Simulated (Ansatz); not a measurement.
Start from `FC1C=N[SiH2]1` and change one atom or group to get `C1=N[SiH2]C1`.

Ansatz, PBE0-D4/def2-TZVP geometries, multiplicity 1. 

| property | `FC1C=N[SiH2]1` |
| --- | --- |
| LUMO energy (PBE0/def2-TZVPP) / eV | -1.15 |
| size of the dipole moment (B3LYP/def2-TZVPP) / D | 1.34 |
| LUMO energy (B3LYP/def2-TZVPP) / eV | -1.40 |
| LUMO energy (ωB97M-V/def2-TZVPP) / eV | 1.09 |
| HOMO energy (ωB97M-V/def2-TZVPP) / eV | -9.99 |
| HOMO–LUMO gap (PBE/def2-TZVPP) / eV | 3.87 |

Q: Give the same properties after the change, and the shifts. (Estimate.)

A: Ansatz gave: 
```json
{"property": "LUMO energy (PBE0/def2-TZVPP) / eV", "`C1=N[SiH2]C1`": "-0.54", "shift": "0.61"}
{"property": "size of the dipole moment (B3LYP/def2-TZVPP) / D", "`C1=N[SiH2]C1`": "2.34", "shift": "1.00"}
{"property": "LUMO energy (B3LYP/def2-TZVPP) / eV", "`C1=N[SiH2]C1`": "-0.80", "shift": "0.60"}
{"property": "LUMO energy (ωB97M-V/def2-TZVPP) / eV", "`C1=N[SiH2]C1`": "1.71", "shift": "0.62"}
{"property": "HOMO energy (ωB97M-V/def2-TZVPP) / eV", "`C1=N[SiH2]C1`": "-9.66", "shift": "0.33"}
{"property": "HOMO–LUMO gap (PBE/def2-TZVPP) / eV", "`C1=N[SiH2]C1`": "4.16", "shift": "0.29"}
```

With PBE0 the HOMO rises by 0.34 eV and the LUMO rises by 0.61 eV, so the gap widens by about 0.27 eV. PBE moves the HOMO by 0.31 eV and ωB97M-V by 0.33 eV. Dipoles are sizes alone; their direction can turn.

B3LYP here is the variant with VWN-RPA as its local correlation; programs differ in this.
